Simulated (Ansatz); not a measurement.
Program: Ansatz 0.2.0.

`[CH3][SnH2][SiH2]F` at its PBE0-D4/def2-TZVP geometry, where that method's forces vanish. The species carries charge 0 and has multiplicity 1. Sn takes the def2 core potential.

```
atom   x (Å)   y (Å)   z (Å)
  C1   1.820  -0.621  -0.298
 Sn2   0.080   0.530  -0.790
 Si3  -1.775   0.175   0.954
  F4  -2.127  -1.394   1.029
  H5   2.586  -0.473  -1.058
  H6   1.561  -1.679  -0.252
  H7   2.211  -0.308   0.670
  H8   0.492   2.192  -0.837
  H9  -0.478   0.085  -2.345
 H10  -3.029   0.899   0.616
 H11  -1.340   0.594   2.313
```

Task: For each bond, give half the difference of the two atoms' forces along it (eV/Å; positive pushes the atoms apart) under PBE-D4, r2SCAN-D4, B3LYP-D4, ωB97M-V in def2-TZVPP. (Best estimate.)

Result: The calculation gave: 
```csv
bond,length (Å),PBE-D4,r2SCAN-D4,B3LYP-D4,ωB97M-V
C1–Sn2,2.144,0.09,0.10,0.23,0.02
C1–H5,1.090,0.09,-0.04,-0.09,-0.05
C1–H6,1.090,0.09,-0.03,-0.08,-0.04
C1–H7,1.090,0.09,-0.03,-0.08,-0.04
Sn2–Si3,2.570,-0.15,-0.02,0.05,-0.03
Sn2–H8,1.713,0.09,-0.01,0.00,-0.06
Sn2–H9,1.711,0.09,-0.01,0.00,-0.06
Si3–F4,1.610,0.53,0.04,0.21,0.20
Si3–H10,1.487,0.04,-0.03,-0.12,-0.15
Si3–H11,1.488,0.04,-0.02,-0.12,-0.15
```

B3LYP here is the variant with VWN-RPA as its local correlation; programs differ in this.
